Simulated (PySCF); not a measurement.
Substituent effects on chemical shifts

Parent skeleton `[SiH3:1][SiH2:2][SiH3:3]`; one hydrogen on atom 2 is replaced by X. Hydrogens on one atom are averaged.

- coordinates at the PBE0-D3(BJ)/def2-SVP level
- NMR shieldings at PBE0/pcSseg-1/GIAO
- program: PySCF 2.14.0 with density-fitted response routines
- relativity neglected, isolated molecule, one conformer, one averaged value for each set of equivalent atoms

Referencing at the same level of theory: 29Si (σref 351.99) and 1H (σref 31.27) against TMS.

Parent (X = H): Si1/Si3 -104.7, Si2 -117.9, H(Si1)/H(Si3) 3.63, H(Si2) 3.45 ppm. Effects are Δδ = δ(X) − δ(H), positive for deshielding.

Q: Give Δδ (ppm) for X = CH=NH, CH3, 2-furyl, allyl, cBu.

A: 
```
      X                       SMILES  Si1/Si3    Si2  H(Si1)/H(Si3)  H(Si2)
  CH=NH  [H]/N=C\[SiH]([SiH3])[SiH3]     -1.9  +45.8          +0.03   +0.40
    CH3         C[SiH]([SiH3])[SiH3]     +1.8  +38.3          -0.07   +0.47
2-furyl   [SiH3][SiH]([SiH3])c1ccco1     +0.7  +32.0          +0.02   +1.03
  allyl      C=CC[SiH]([SiH3])[SiH3]     -0.1  +43.2          -0.11   +0.44
    cBu    [SiH3][SiH]([SiH3])C1CCC1     -3.1  +50.1          -0.12   +0.27
```

Q: Which position responds most, and to which substituents?

A: Si2: from +32.0 ppm with 2-furyl to +50.1 ppm with cBu.
